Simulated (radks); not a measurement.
Results of a calculation; reference values are marked as such.
All-electron atom: Yb IV in [Xe] 4f11 6s2 (not the ground configuration).

Level of theory: Dirac Kohn-Sham, LDA (Slater exchange, Perdew-Wang correlation), spin-unpolarised, spherical densities, point nucleus; open shells fill j = l - 1/2 first (a radial shooting solver on a logarithmic mesh with Libxc functionals).

Energy parts (Ry):
total: -28128.3855
kinetic: 31251.9344
electron-nucleus: -69602.1974
Hartree: 10788.7671
exchange-correlation: -566.8897

Orbitals (lengths in bohr, moments of r in powers of bohr; r(max) is where P^2 peaks; r(90%) holds 90 % of the orbital's charge):
orbital,occ.,eigenvalue (Ry),r(90%),<1/r>,r(max),<r^4>
1s1/2,2,-4496.044,0.0357,80.61,0.01238,7.571e-07
2s1/2,2,-764.9907,0.129,19.46,0.07081,0.0001159
2p1/2,2,-730.0303,0.114,19.43,0.05297,0.00007050
2p3/2,4,-653.1722,0.124,16.68,0.05940,0.00009823
3s1/2,2,-175.9235,0.318,7.127,0.1999,0.004361
3p1/2,2,-160.4769,0.310,7.045,0.1876,0.003888
3p3/2,4,-144.1749,0.330,6.339,0.2010,0.004975
3d3/2,4,-117.8088,0.302,6.230,0.1581,0.003452
3d5/2,6,-114.2462,0.307,6.059,0.1618,0.003724
4s1/2,2,-38.09055,0.699,2.998,0.4551,0.1040
4p1/2,2,-31.83508,0.719,2.891,0.4561,0.1152
4p3/2,4,-28.08831,0.765,2.644,0.4845,0.1476
4d3/2,4,-17.77055,0.822,2.431,0.4842,0.1961
4d5/2,6,-17.08106,0.839,2.371,0.4933,0.2122
4f5/2,6,-4.40376,1.11,1.902,0.4691,0.7242
4f7/2,5,-4.28956,1.12,1.878,0.4740,0.7686
5s1/2,2,-7.45031,1.64,1.177,1.039,3.136
5p1/2,2,-5.59450,1.82,1.061,1.115,4.705
5p3/2,4,-5.01989,1.94,0.9787,1.192,6.163
6s1/2,2,-2.16006,3.77,0.4831,2.467,87.75

The highest occupied level is 6s1/2 at -29.389 eV. The density falls to 0.001 e/bohr^3 at r = 4.08 bohr.
